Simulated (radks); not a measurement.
The numbers below are computed, except where a source is named.
Neutral iridium, configuration [Xe] 4f14 5d7 6s2 (the NIST ground configuration).

Code: a radial shooting solver on a logarithmic mesh with Libxc functionals. Model: non-relativistic Kohn-Sham, PBE, spin-unpolarised, spherical densities, point nucleus; relativity is left out, which matters for an element this heavy.

Energy parts (Ry):
total: -33619.5342
kinetic: 33611.1264
electron-nucleus: -80058.0206
Hartree: 13482.2363
exchange-correlation: -654.8764

Orbitals (lengths in bohr, moments of r in powers of bohr):
orbital,occ.,eigenvalue (Ry),<r^2>
1s,2,-5091.186,0.0005168
2s,2,-844.7897,0.008060
2p,6,-811.2545,0.005951
3s,2,-195.9536,0.05015
3p,6,-180.2498,0.04625
3d,10,-150.9639,0.03576
4s,2,-40.67001,0.2430
4p,6,-33.97864,0.2504
4d,10,-21.71908,0.2670
5s,2,-5.80485,1.303
4f,14,-5.44925,0.3308
5p,6,-3.75280,1.573
5d,7,-0.65643,3.301
6s,2,-0.37322,12.35

The highest occupied level is 6s at -5.078 eV. The electron density at the nucleus is 3.273e+05 e/bohr^3.
